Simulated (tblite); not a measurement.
Species: C2H11O2PSi3.
Atom-mapped SMILES: `[CH3:1][Si@@H:2]([PH2:3])[Si@H:4]([CH:5]=[O:6])[O:7][SiH3:8]` (hydrogens: H9, H10, H11 on C1; H12 on Si2; H13, H14 on P3; H15 on Si4; H16 on C5; H17, H18, H19 on Si8)

Geometry (GFN2-xTB, Å), atoms numbered from 1 in this order:
```
atom  x, y, z in Å
C1    -1.931   -1.509    0.007
Si2   -1.435    0.330   -0.133
P3    -1.393    1.110    1.994
Si4    0.639    0.600   -1.150
C5     0.909   -0.763   -2.469
O6     0.158   -0.954   -3.393
O7     1.855    0.371   -0.100
Si8    2.563    0.308    1.365
H9    -1.917   -1.984   -0.970
H10   -2.928   -1.631    0.422
H11   -1.240   -2.050    0.650
H12   -2.491    1.021   -0.905
H13   -2.736    1.443    2.030
H14   -1.029    2.395    1.623
H15    0.937    1.883   -1.796
H16    1.797   -1.423   -2.349
H17    2.187   -0.977    1.949
H18    3.988    0.407    1.069
H19    2.057    1.434    2.147
```

All values are computed: GFN2-xTB (tblite) harmonic vibrations without scaling, gas phase. Against measured fundamentals such values can be off by several per cent, at times by over 20. Modes of hydrogen on phosphorus and silicon can be 10 to 20 % off. One conformer, not necessarily the lowest. The optimisation stopped once no atom felt more than 0.01 eV/Å.

Lowest wavenumbers of the output (negative numbers stand for imaginary wavenumbers):
```
mode    cm-1
  1     -21.8
  2      12.3
  3      39.4
  4      46.6
  5      58.9
  6      80.0
  7     100.7
  8     101.2
  9     111.3
 10     129.1
```

Q: Is this structure a minimum?

A: Not by this Hessian. 1 mode is imaginary beyond 20i (22i cm⁻¹), so at this level the point lies at or near a first-order saddle. The curvature is small, so loose convergence or finite differences may be the whole cause.

Q: Which atoms move in the imaginary mode?

A: 22i: H17 (Si–H hydrogen) 32 %, H19 (Si–H hydrogen) 24 %, H18 (Si–H hydrogen) 21 %, P3 (three-coordinate phosphorus) 10 %. These are shares of the mass-weighted motion.

Q: What is the remedy?

A: Step along that mode in both directions, optimise again with tighter thresholds and repeat the frequencies. The zero-point energy of this point (73.3 kcal/mol) counts the 50 real modes alone, and thermal corrections from it aren't those of a minimum.
